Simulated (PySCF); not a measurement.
A structure optimised at PBE0-D3(BJ)/def2-TZVP, used in a PySCF frequency run:

```xyz
8

Al    -0.3114     0.3134     1.6817
H     -1.8319     0.5366     2.0473
H      0.8675     0.3620     2.7304
O      0.0823     0.0048     0.0758
Si     0.2465    -0.2789    -1.5142
H      1.1236     0.7545    -2.1255
H     -1.0766    -0.2431    -2.1939
H      0.8559    -1.6181    -1.7295
```

Task: Write its SMILES and formula.

Result: [AlH2][O][SiH3], AlH5OSi

Task: What are its rotational constants (standard atomic weights)?

Result: 50.715, 2.8373, 2.7741 GHz
